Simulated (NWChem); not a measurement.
Species: diboron tetrachloride (B2Cl4); SMILES ClB(Cl)B(Cl)Cl

```xyz
6

Cl    -1.0992     1.7323     1.0476
B      0.0000     0.8464     0.0000
Cl     1.0992     1.7323    -1.0476
B      0.0000    -0.8464     0.0000
Cl    -1.0992    -1.7323    -1.0476
Cl     1.0992    -1.7323     1.0476
```
Atoms are numbered in this order, from 1.

Program: NWChem. Pople sets run with spherical d functions. All runs use the structure optimised with B3LYP/6-31G* (spherical d). GIAO values for the isolated, static molecule; σ is the absolute isotropic shielding, δ = σ(reference) − σ with the isolated reference molecule computed at the same levels (11B: boron trifluoride).

Question: Predict the results for Hartree-Fock/6-31G*. Quantities: σ Cl1 (ppm); δ B2 (ppm).

Answer: 
```
Property     Result
-----------  ------
σ Cl1 (ppm)   775.8
δ B2 (ppm)     57.9
```
